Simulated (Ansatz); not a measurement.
`[SiH3]B[SiH2]Cl` + `CB(C)N` → `CB(C)N[SiH3]` + `B[SiH2]Cl` at 700 K and 1 bar (cleavage of the Si–B bond).

Program: Ansatz. Geometries: PBE0-D4/def2-TZVP. ΔE: electronic, gas phase. CCSD(T)/CBS adds triple-zeta CCSD(T) − MP2 to the extrapolated MP2 energy (def2 sets, frozen cores). One conformer a species, not always the lowest.

```
          species  CCSD(T)/CBS energy (Eh)  H − E (kJ/mol)  S (J/(mol·K))
`[SiH3]B[SiH2]Cl`              -1066.33624           226.5          498.0
         `CB(C)N`               -160.48988           349.6          424.0
   `CB(C)N[SiH3]`               -450.78486           413.3          525.3
      `B[SiH2]Cl`               -776.05948           156.8          388.5
```

H − E and S are ideal-gas, rigid-rotor, harmonic terms from PBE0-D4/def2-TZVP, for one conformer and one mirror image of each species. 1 Eh = 2625.50 kJ/mol, R = 8.31446 J/(mol·K).

Question: By hand: ΔE, ΔH, ΔS and ΔG.

Answer: ΔE = (-450.78486) + (-776.05948) − (-1066.33624) − (-160.48988) = -0.01822 Eh = -47.8 kJ/mol. Δ(H − E) = 413.3 + 156.8 − 226.5 − 349.6 = -6.0, so ΔH = -53.8 kJ/mol. ΔS = 525.3 + 388.5 − 498.0 − 424.0 = -8.2 J/(mol·K). ΔG = -53.8 − 700 × (-8.2)/1000 = -48.1 kJ/mol.

Question: By hand: the equilibrium constant, and the temperature at which ΔG would vanish if ΔH and ΔS stayed fixed.

Answer: log₁₀ K = −ΔG/(RT ln 10) = 3.6. ΔG = 0 at ΔH/ΔS = 6561 K, far beyond where these terms or the molecules hold.

The number of gas molecules stays the same, so ΔS is small and ΔH decides. A doubt of 5 kJ/mol in ΔE shifts log₁₀ K by 0.4 here. Other conformers and mirror images would add mixing entropy, several J/(mol·K) or more a flexible species. Modes under 60 cm⁻¹, often nearly free rotors, make the harmonic entropy too high. These are equilibria of isolated gas molecules and say nothing of rates. Largest T1 diagnostic: 0.012 (customary marks: 0.02 for closed shells, 0.045 for open ones).
